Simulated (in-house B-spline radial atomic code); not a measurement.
## Ionising Pr III (Pr2+) with different functionals

Computed with a radial B-spline atomic code at the basis-set limit: four-component Dirac-Coulomb Hamiltonian, Fermi nucleus of rms radius 4.8919 fm, spin-restricted, spherical fractional occupations for the functionals, and exact exchange of hybrids averaged over the configuration. The ionisation energy is the difference of two self-consistent energies, [Xe] 4f3 → [Xe] 4f2, without Breit or QED terms; ε is the level of the shell that loses the electron (mean over j). The electron is taken from both j subshells in proportion to 2j + 1, so the result is a j average, not the step between ground levels.

| method | rung | ΔSCF (eV) | -ε(4f) (eV) |
| --- | --- | --- | --- |
| B3LYP | global hybrid | ? | ? |
| B97-1 | global hybrid | 20.95 | 15.50 |
| HSE06 | range-separated hybrid | 20.88 | 15.45 |
| CAM-B3LYP | range-separated hybrid | ? | ? |

(1) What does B3LYP give?

(2) What does CAM-B3LYP give?

(3) Among the functionals, which spreads more, the ΔSCF values or the orbital energies?

(4) How do they compare with the NIST value?

Answers

(1) ΔSCF 21.07 eV, and -ε(4f) = 15.53 eV.

(2) ΔSCF 20.97 eV, and -ε(4f) = 17.38 eV.

(3) The orbital energies: ΔSCF values span about 0.20 eV and the orbital energies 1.93 eV; here energy differences depend much less on the functional than eigenvalues do.

(4) NIST lists 21.624 eV ± 0.0025 (measured, ground level to ground level). Errors run from -0.75 to -0.55 eV. The correlated functionals all miss on the same side by more than they spread, so the cause is common to them (Breit-QED terms, spin polarisation, the choice among j levels, multiplet and fine-structure energies, or a listed next ion that isn't the cheapest removal here) and closeness doesn't rank the functionals.
